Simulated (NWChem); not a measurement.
System meant: MoHS2OCl; SMILES [Cl][Mo](=[S])(=[S])[OH]

Here is an NWChem input.

```
start job
memory heap 200 mb stack 900 mb global 1100 mb
geometry units angstroms noautoz
  Mo    -0.207911     0.016779     0.000000
  S      0.584788     0.975572    -1.690213
  S      0.584788     0.975572     1.690213
  Cl     0.426479    -2.149275     0.000000
  O     -2.035811     0.194395     0.000000
  H     -2.662342     0.927132     0.000000
end
basis spherical
  * library def2-svp
end
ecp
  Mo library def2-ecp
end
dft
  odft
  mult 2
  xc b3lyp
  iterations 150
  mulliken
end
task dft energy
```

End of the output:

```
 Summary of "ao basis" -> "ao basis" (spherical)
 ------------------------------------------------------------------------------
       Tag                 Description            Shells   Functions and Types
 ---------------- ------------------------------  ------  ---------------------
 Mo                         def2-svp                11       31   5s3p2d1f
 S                          def2-svp                 8       18   4s3p1d
 Cl                         def2-svp                 8       18   4s3p1d
 O                          def2-svp                 6       14   3s2p1d
 H                          def2-svp                 3        5   2s1p

 Summary of "ao basis" -> "ao basis" (spherical)
 ------------------------------------------------------------------------------
       Tag                 Description            Shells   Functions and Types
 ---------------- ------------------------------  ------  ---------------------
 Mo                         def2-svp                11       31   5s3p2d1f
 S                          def2-svp                 8       18   4s3p1d
 Cl                         def2-svp                 8       18   4s3p1d
 O                          def2-svp                 6       14   3s2p1d
 H                          def2-svp                 3        5   2s1p

      Symmetry analysis of basis
      --------------------------

        a'         66
        a"         38

  number of electrons :                   72
  multiplicity        :                    2
 ------------------------------------------------------------------------
  no. of electrons and multiplicity not compatible                  72
 ------------------------------------------------------------------------
 ------------------------------------------------------------------------
  current input line :
    24: task dft energy
 ------------------------------------------------------------------------
 ------------------------------------------------------------------------
 There is an error in the input file
 ------------------------------------------------------------------------
 For more information see the NWChem manual at https://nwchemgit.github.io

0: no. of electrons and multiplicity not compatible:Received an Error in Communication
```

Problem. What is wrong, and how is it mended?

Solution. The program refused the input. Cause: the multiplicity doesn't fit the number of electrons (an even count wants an odd multiplicity, and the reverse). This input runs:
```
start job
memory heap 200 mb stack 900 mb global 1100 mb
geometry units angstroms noautoz
  Mo    -0.207911     0.016779     0.000000
  S      0.584788     0.975572    -1.690213
  S      0.584788     0.975572     1.690213
  Cl     0.426479    -2.149275     0.000000
  O     -2.035811     0.194395     0.000000
  H     -2.662342     0.927132     0.000000
end
basis spherical
  * library def2-svp
end
ecp
  Mo library def2-ecp
end
dft
  xc b3lyp
  iterations 150
  mulliken
end
task dft energy
```
It converges to -1400.39767 Ha (B3LYP/def2-SVP with def2 effective core potentials on Mo).
